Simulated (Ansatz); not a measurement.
Two structures of GePH7O, singlet, reached by relaxing down either side of one saddle point (PBE0-D4/def2-TZVP). Energies are electronic, without zero-point energy. Program: Ansatz 0.2.0. Basis: def2-TZVPP and def2-QZVPP. Cores are frozen in the correlated methods. Filled d shells of the heavier atoms are correlated. The def2 sets are not built for correlating such inner shells, so the correlated values are less sure here. Extrapolation: Hartree–Fock as exp(−7.88 √X), correlation as X^−2.97. First:

| atom | x (Å) | y (Å) | z (Å) |
| --- | --- | --- | --- |
| Ge1 | 0.1495 | -1.7991 | -0.0904 |
| O2 | 1.2806 | -0.4138 | -0.0950 |
| H3 | 0.9617 | -3.1047 | -0.2102 |
| H4 | -0.5660 | -1.7062 | 1.2581 |
| H5 | -0.8310 | -1.6831 | -1.2706 |
| H6 | -0.0439 | 1.9800 | 1.2840 |
| P7 | -0.9924 | 1.7839 | 0.2505 |
| H8 | 1.8462 | -0.4065 | -0.8699 |
| H9 | -0.1509 | 2.3308 | -0.7504 |
| H10 | -1.6537 | 3.0188 | 0.4939 |

Second:

Ge1  (-0.928, -0.951, -0.016)
O2  (2.492, -0.063, -0.107)
H3  (-0.165, -1.734, 1.058)
H4  (-2.426, -1.297, 0.055)
H5  (-0.392, -1.295, -1.411)
H6  (1.979, 0.730, 0.084)
P7  (-0.557, 1.315, 0.343)
H8  (2.953, 0.127, -0.926)
H9  (-1.558, 1.757, -0.560)
H10  (-1.398, 1.413, 1.481)
(Å)

Q: Which bonds change from the first to the second?

A: GeH₄O ([OH][GeH3]) + PH₃ → GePH₅ ([PH2][GeH3]) + H₂O; bonds formed: Ge1–P7, O2–H6; bonds broken: Ge1–O2, H6–P7.

Q: Give the saddle point's structure and its height above each. (An estimate is asked for; the value comes from the calculation.)

A: By the calculation: 212.9 kJ/mol above the first and 222.6 kJ/mol above the second (CCSD(T) at an estimated basis limit (MP2 extrapolated from triple and quadruple zeta, plus CCSD(T) − MP2 in triple zeta)).
Ge1  (-0.208, -1.206, -0.045)
O2  (1.425, -0.155, 0.260)
H3  (0.722, -2.460, -0.177)
H4  (-1.054, -1.445, 1.206)
H5  (-0.887, -1.090, -1.417)
H6  (0.990, 0.882, 0.124)
P7  (-0.673, 1.512, 0.111)
H8  (2.200, -0.402, -0.259)
H9  (-1.296, 2.129, -0.990)
H10  (-1.218, 2.235, 1.189)
(Å)

T1 diagnostic: at most 0.013.

Labels in which every atom is bracketed show which atoms are joined, not bond orders.

For scale, one of the runs: CCSD(T)/def2-TZVPP, 219 basis functions, launched by `ansatz run in.yaml --threads 4 --pin off --events-out ev --progress --plain --max-ram 9574MiB`. The run took 81 s on 4 CPU threads of an Arm Neoverse V2 (shared host), with 3.2 GiB of host memory at its peak.
